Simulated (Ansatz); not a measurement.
## Relaxing a trial structure of CH2BrCl

The starting geometry of this gas-phase singlet was optimised with GFN2-xTB.

```xyz
5

C    -0.8866    0.7108   -0.0622
Br    0.4932   -0.4496    0.9846
Cl   -0.9067    0.1552   -1.7224
H     1.5325    0.4590    0.6643
H    -1.8303    0.3554    0.3835
```

Question: Predict what it relaxes into with r2SCAN-D4/def2-SVP.

Answer: It rearranges to `ClCBr`. Contacts that open: Br2–H4 (1.42 → 2.50 Å). Contacts that close: C1–H4 (2.54 → 1.10 Å).

The energy falls by 4.03 eV over 25 steps:

| step | E − E(last) (eV) |
| --- | --- |
| 1 | 4.030 |
| 4 | 3.696 |
| 6 | 3.664 |
| 9 | 3.646 |
| 12 | 3.415 |
| 14 | 2.978 |
| 17 | 1.529 |
| 20 | 0.071 |
| 22 | 0.000 |
| 25 | 0.000 |

Final geometry (Å):

```xyz
5

C    -0.3793    0.3939    0.0878
Br    0.6036   -1.0078    1.0127
Cl   -0.7408    0.0157   -1.6037
H     0.2410    1.2960    0.1231
H    -1.3223    0.5328    0.6278
```

No frequencies were run, so the end isn't proven a minimum. Run with Ansatz 0.2.0, 59 s on 1 thread of Arm Neoverse V2, on a shared host.
